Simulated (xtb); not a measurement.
CH$_{2}$F$_{2}$, charge +1, doublet, geometry from GFN2-xTB (a state made from the parent by changing its charge; the spin is typed, not shown lowest). Base run: GFN0-xTB in xtb.

Geometry (Å):
```xyz
5

F     -1.0755    -0.2890    -0.0248
C     -0.0039     0.4457     0.0511
F      1.0803    -0.2687    -0.0391
H     -0.0034     1.0725     1.0097
H     -0.0169     1.2730    -0.7409
```
Charge +1, spin multiplicity 2.
All else is at xtb's defaults.
Base energy -9.08201 Eh.

Variants of this job, named by their change:

```json
[
 {"change": "base", "ΔE vs base (kcal/mol)": "0.000"},
 {"change": "acc = 0.1", "ΔE vs base (kcal/mol)": "0.000"},
 {"change": "etemp = 1000", "ΔE vs base (kcal/mol)": "-0.464"},
 {"change": "acc = 1000", "ΔE vs base (kcal/mol)": "0.000"},
 {"change": "etemp = 5000", "ΔE vs base (kcal/mol)": "-15.34"}
]
```
